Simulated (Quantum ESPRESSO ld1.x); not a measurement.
Question: All-electron atom: K X in [Ne]. Calculated with ld1.x of Quantum ESPRESSO 7.5: scalar-relativistic Kohn-Sham, LDA (Slater exchange, Perdew-Zunger correlation), spin-polarised, spherical densities, point nucleus. Some entries of the table are withheld. Estimate them.

orbital,occ.,eigenvalue (eV),<r^2> (bohr^2),r(max) (bohr)
1s,2,-3718.04,(1),(2)
2s,2,(3),0.1736,0.3168
2p,6,-473.985,(4),0.2597

Answer: 
(1) 1s <r^2> (bohr^2): 0.008865
(2) 1s r(max) (bohr): 0.05313
(3) 2s eigenvalue (eV): -544.501
(4) 2p <r^2> (bohr^2): 0.1457
